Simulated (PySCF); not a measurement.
BH5Si, SMILES [SiH3]B.

Coordinates come from a B3LYP-D3(BJ)/def2-TZVP optimisation.

These are B3LYP/def2-TZVPD (PySCF) values and carry that method's errors.

Isolated molecule, no solvent.

Computed frontier levels, gap, dipole moment and polarisability:
```json
{
 "highest_occupied_level": "-8.26 eV",
 "lowest_empty_level": "-2.67 eV",
 "orbital_gap": "5.59 eV",
 "dipole_moment": "0.36 D",
 "quadrupole, principal values (traceless, Buckingham form, about the centre of nuclear charge)": "-1.54, -0.74, 2.28 D·Å",
 "mean_static_polarisability": "46.7 bohr³ (6.91 Å³)",
 "polarisability_principal_values": "40.7, 44.3, 55.0 bohr³"
}
```
